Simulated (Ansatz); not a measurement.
C₂H₁₀B₂S₂, SMILES `C[B@H-]1[SH+][B@@H-](C)[SH+]1`, 16 atoms. Charge 0, multiplicity 1. All runs use 4 threads of an Arm Neoverse V2 on a shared host. Correlated methods freeze the cores.

Task: Give the basis size and wall time and peak host memory of each of these runs in Ansatz. RKS ωB97M-V/def2-QZVPP energy; direct RPA on PBE orbitals/def2-TZVPP energy; RHF-MP2/def2-TZVPP energy; RKS PBE0-D4/def2-TZVP relaxation (17 steps); RKS PBE0-D4/def2-TZVP frequencies; RKS r2SCAN-D4/def2-TZVPP energy and forces; RKS PBE0-D4/def2-SVP energy; RKS PBE-QIDH (frozen core)/def2-TZVPP energy; RKS B97M-V/def2-TZVPP energy; RHF-CCSD(T)/def2-SVP energy; RKS PBE0-D4/def2-QZVPP energy; RKS ωB97M-V/def2-SVP energy. (Estimate.)

Result: Computed: Other jobs shared the machine, so times are rough.

```csv
level,job,functions,wall time,peak host memory (GiB)
RKS PBE0-D4/def2-SVP,energy,142,2.2 s,0.73
RKS ωB97M-V/def2-SVP,energy,142,8 s,0.73
RHF-MP2/def2-TZVPP,energy,348,8.5 s,1.2
RKS r2SCAN-D4/def2-TZVPP,energy and forces,348,9.5 s,0.66
direct RPA on PBE orbitals/def2-TZVPP,energy,348,13 s,1.2
RKS PBE-QIDH (frozen core)/def2-TZVPP,energy,348,13 s,1.3
RKS B97M-V/def2-TZVPP,energy,348,17 s,0.75
RHF-CCSD(T)/def2-SVP,energy,142,20 s,1.1
RKS PBE0-D4/def2-QZVPP,energy,668,23 s,3.3
RKS ωB97M-V/def2-QZVPP,energy,668,46 s,4
RKS PBE0-D4/def2-TZVP,relaxation (17 steps),258,110 s,0.92
RKS PBE0-D4/def2-TZVP,frequencies,258,7.6 min,0.91
```
